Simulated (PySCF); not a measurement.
# CdO at PBE0

Level: PBE0. PySCF, scalar-relativistic core potentials, basis sets Cd def2-SVPD with ECP28, O def2-SVPD.

```json
{
  "state": "³Σ⁺ (triplet), unpaired electrons σ ↑↑, a second solution, started from another occupation",
  "bond length": "0.2039 nm",
  "harmonic wavenumber": "479 cm⁻¹",
  "force constant": "1.89 mdyn/Å",
  "rotational constant Be": "0.2891 cm⁻¹",
  "anharmonicity ωexe": "2.56 cm⁻¹",
  "vibration–rotation constant αe": "0.00229 cm⁻¹",
  "energy of the minimum from ground-state Cd + O": "0.55 eV",
  "bond order (Mayer)": "0.48",
  "dipole moment (positive dipole means Cd(−)O(+))": "-4.37 D"
}
```

Spin–orbit coupling is left out.
